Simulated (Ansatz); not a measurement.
`[CH3][Sb]([NH2])[OH]` and `[CH3][Sb]([OH])[GaH2]` differ in one atom or group.

Ansatz, PBE0-D4/def2-TZVP geometries, multiplicity 1. Each molecule was computed in one conformer, which needn't be the lowest.

Elements past krypton have def2 core potentials. Scalar relativity is left out up to krypton.

```json
{"property": "zero-point energy (PBE0-D4/def2-TZVP) / kJ/mol", "`[CH3][Sb]([NH2])[OH]`": "195.6"}
{"property": "size of the dipole moment (ωB97M-V/def2-TZVPP) / D", "`[CH3][Sb]([NH2])[OH]`": "1.95"}
{"property": "LUMO energy (ωB97M-V/def2-TZVPP) / eV", "`[CH3][Sb]([NH2])[OH]`": "1.31"}
{"property": "HOMO–LUMO gap (PBE/def2-TZVPP) / eV", "`[CH3][Sb]([NH2])[OH]`": "4.65"}
{"property": "HOMO energy (B3LYP/def2-TZVPP) / eV", "`[CH3][Sb]([NH2])[OH]`": "-6.71"}
{"property": "LUMO energy (PBE/def2-TZVPP) / eV", "`[CH3][Sb]([NH2])[OH]`": "-1.05"}
```

Give the same properties after the change, and the shifts. (An estimate is asked.)

Ansatz gave: 
```
                                          property  `[CH3][Sb]([OH])[GaH2]`  shift
    zero-point energy (PBE0-D4/def2-TZVP) / kJ/mol                    164.0  -31.6
size of the dipole moment (ωB97M-V/def2-TZVPP) / D                     1.87  -0.08
             LUMO energy (ωB97M-V/def2-TZVPP) / eV                    -0.44  -1.75
               HOMO–LUMO gap (PBE/def2-TZVPP) / eV                     2.68  -1.97
               HOMO energy (B3LYP/def2-TZVPP) / eV                    -6.33   0.38
                 LUMO energy (PBE/def2-TZVPP) / eV                    -2.87  -1.82
```

With PBE0 the HOMO rises by 0.38 eV and the LUMO falls by 1.82 eV, so the gap narrows by about 2.20 eV. PBE moves the HOMO by 0.15 eV and ωB97M-V by 0.57 eV. Dipoles are sizes alone; their direction can turn.

B3LYP here is the variant with VWN-RPA as its local correlation; programs differ in this.

Spin–orbit coupling is left out; it splits and shifts lone-pair levels of the heavy atoms by tenths of an eV.
